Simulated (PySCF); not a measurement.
CH4O2Si, singlet, at a GFN2-xTB geometry; PySCF with DF-B3LYP/cc-pVDZ.

Here is a job for PySCF.
```python
from pyscf import gto, scf, dft

mol = gto.Mole()
mol.atom = '''
    Si    0.53392228   -0.10294441    0.69974242
    O     1.72901175    0.69332939   -0.03723887
    H     1.64976420    1.05709097   -0.92255099
    O    -0.60526763   -0.01574899   -0.49406860
    C    -1.89535238   -0.51551520   -0.50915252
    H    -2.59944965    0.30479073   -0.67462531
    H    -1.99613842   -1.23570162   -1.32614579
    H    -2.14692677   -1.01251024    0.43230314
'''
mol.basis = 'cc-pvdz'
mol.verbose = 4
mol.max_memory = 1800
mol.build()

mf = dft.RKS(mol)
mf.xc = 'b3lyp'
mf = mf.density_fit(auxbasis='def2-universal-jkfit')
mf.kernel()
```

**Question.** What does PySCF print? Leave out banner, timings and long lists.

**Answer.** 
```
PySCF version 2.14.0

[INPUT] verbose = 4
[INPUT] num. atoms = 8
[INPUT] num. electrons = 40
[INPUT] charge = 0
[INPUT] spin (= nelec alpha-beta = 2S) = 0
[INPUT] symmetry False subgroup None
[INPUT] Mole.unit = angstrom
[INPUT] Symbol           X                Y                Z      unit          X                Y                Z       unit  Magmom
[INPUT]  1 Si     0.533922280000  -0.102944410000   0.699742420000 AA    1.008966881003  -0.194536740955   1.322321531540 Bohr   0.0
[INPUT]  2 O      1.729011750000   0.693329390000  -0.037238870000 AA    3.267358673655   1.310202661212  -0.070371265488 Bohr   0.0
[INPUT]  3 H      1.649764200000   1.057090970000  -0.922550990000 AA    3.117602508112   1.997612422051  -1.743368707046 Bohr   0.0
[INPUT]  4 O     -0.605267630000  -0.015748990000  -0.494068600000 AA   -1.143790052765  -0.029761277839  -0.933654340747 Bohr   0.0
[INPUT]  5 C     -1.895352380000  -0.515515200000  -0.509152520000 AA   -3.581696907743  -0.974182541050  -0.962158818432 Bohr   0.0
[INPUT]  6 H     -2.599449650000   0.304790730000  -0.674625310000 AA   -4.912247913097   0.575971005006  -1.274857072600 Bohr   0.0
[INPUT]  7 H     -1.996138420000  -1.235701620000  -1.326145790000 AA   -3.772154920522  -2.335137633481  -2.506052344345 Bohr   0.0
[INPUT]  8 H     -2.146926770000  -1.012510240000   0.432303140000 AA   -4.057103604797  -1.913367051918   0.816934537390 Bohr   0.0

nuclear repulsion = 163.548038955231
number of shells = 32
number of NR pGTOs = 147
number of NR cGTOs = 80
basis = cc-pvdz
ecp = {}

******** <class 'pyscf.df.df_jk.DFRKS'> ********
method = DFRKS
initial guess = minao
damping factor = 0
level_shift factor = 0
DIIS = <class 'pyscf.scf.diis.CDIIS'>
diis_start_cycle = 1
diis_space = 8
diis_damp = 0
SCF conv_tol = 1e-09
SCF conv_tol_grad = None
SCF max_cycles = 50
direct_scf = False
XC library pyscf.dft.libxc version 7.1.2
    S. Lehtola, C. Steigemann, M. J. T. Oliveira, and M. A. L. Marques,  SoftwareX 7, 1–5 (2018)
XC functionals = b3lyp
    P. J. Stephens, F. J. Devlin, C. F. Chabalowski, and M. J. Frisch,  J. Phys. Chem. 98, 11623 (1994)
radial grids:
    Treutler-Ahlrichs [JCP 102, 346 (1995); DOI:10.1063/1.469408] (M4) radial grids

becke partition: Becke, JCP 88, 2547 (1988); DOI:10.1063/1.454033
pruning grids: <function nwchem_prune>
grids dens level: 3
symmetrized grids: False
atomic radii adjust function: <function treutler_atomic_radii_adjust>
small_rho_cutoff = 0
Set gradient conv threshold to 3.16228e-05
Initial guess from minao.
tot grids = 100696
******** <class 'pyscf.df.df.DF'> ********
auxbasis = def2-universal-jkfit
init E= -480.870468749684
  HOMO = -0.269740115257014  LUMO = -0.084362245666826  gap/eV = 5.04439
cycle= 1 E= -480.326191251725  delta_E= 0.544  |g|= 0.992  |ddm|= 2.55
  HOMO = -0.130805249806095  LUMO = 0.0133681875625755  gap/eV = 3.92316
cycle= 2 E= -479.881205194388  delta_E= 0.445  |g|= 1.77  |ddm|= 1.75
  HOMO = -0.232605684137082  LUMO = -0.0282907350810593  gap/eV = 5.55969
cycle= 3 E= -480.510752576092  delta_E= -0.63  |g|= 0.0853  |ddm|=  1.2
  HOMO = -0.244370291406725  LUMO = -0.0359529905224227  gap/eV = 5.67132
cycle= 4 E= -480.512273145655  delta_E= -0.00152  |g|= 0.0465  |ddm|= 0.12
  HOMO = -0.243044650292377  LUMO = -0.0335917951283857  gap/eV = 5.69950
cycle= 5 E= -480.512597900916  delta_E= -0.000325  |g|= 0.0238  |ddm|= 0.0418
  HOMO = -0.241350389783121  LUMO = -0.0325264929443034  gap/eV = 5.68239
cycle= 6 E= -480.512708057011  delta_E= -0.00011  |g|= 0.00262  |ddm|= 0.0169
  HOMO = -0.241486152013938  LUMO = -0.032654908163027  gap/eV = 5.68259
cycle= 7 E= -480.512709564011  delta_E= -1.51e-06  |g|= 0.000811  |ddm|= 0.00257
  HOMO = -0.241526209129334  LUMO = -0.0327029559533076  gap/eV = 5.68237
cycle= 8 E= -480.512709722209  delta_E= -1.58e-07  |g|= 0.000135  |ddm|= 0.000775
  HOMO = -0.24151740344392  LUMO = -0.0326903366597526  gap/eV = 5.68247
cycle= 9 E= -480.512709727218  delta_E= -5.01e-09  |g|= 1.91e-05  |ddm|= 0.000148
  HOMO = -0.241520436264145  LUMO = -0.0326929338267559  gap/eV = 5.68249
cycle= 10 E= -480.512709727316  delta_E= -9.77e-11  |g|= 2.97e-06  |ddm|= 2.31e-05
  HOMO = -0.241520060569679  LUMO = -0.0326926859707064  gap/eV = 5.68248
Extra cycle  E= -480.512709727312  delta_E= 3.3e-12  |g|= 3.98e-06  |ddm|= 5.51e-06
converged SCF energy = -480.512709727312
```
